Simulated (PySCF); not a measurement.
Ga(CF3)(Cl)2, SMILES F[C](F)(F)[Ga]([Cl])[Cl] (CCl2F3Ga) at its PBE0/def2-SVP optimised geometry (Å):

```
7

Ga    -0.0272     0.4478     0.0000
C     -1.0748    -1.2713     0.0295
F     -0.3195    -2.3238    -0.2883
F     -2.1004    -1.2341    -0.8256
F     -1.5748    -1.4853     1.2534
Cl     2.1004     0.4478     0.0000
Cl    -1.0299     2.3238     0.0000
```

Calculation: PBE0/def2-TZVP (PySCF).

Map of the electrostatic potential (hartree/e), clipped to [-0.08, 0.12] on the plane z = 0.6 Å:

```
|                               |
|                               |
|         ....                  |
|        .:-=-:.                |
|       .:=%@@#-.               |
|       .=@@@@@@-               |
|       .*@@@@@@*:.             |
|       .#@@@@@@@-:..           |
|       .*@@@@@@@*=-:.          |
|       .=@@@@@@@@%+-::..       |
|       .:*@@@@@@@@@***#*-..    |
|       .:=%@@@@@@@@@@@@@@+:.   |
|      ..:=%@@@@@@@@@@@@@@@=.   |
|     ..:-+@@@@@@@@@@@@@@@@+:.  |
|    ...:=*@@@@@@@@@@@@@@@@+:.  |
|    ..:-+#@@@@@@@@@@@@@@@@=.   |
|     .:-*@@@@@@@@@@@@@@@@+:.   |
|     .:=%@@@@@@@@@@#*##*-:.    |
|     .:+@@@@@@@@@@#=-::..      |
|     .:*@@@@@@@@@#+-:.         |
|      :*@@@@@@@@#=-:.          |
|      .+@@@@@@@@+-:..          |
|      .-#@@@@@@%=:..           |
|       .-*%@@@@*:.             |
|       .:--==++-.              |
|        ........               |
|                               |
|                               |
|                               |
|                               |
|                               |
```
Scale: ten equal steps from -0.009 (start of ' ') to 0.120 (end of '@'), in the order ' .:-=+*#%@'; x runs from -4.50 to 4.50, y from -4.50 (bottom) to 4.50 (top).
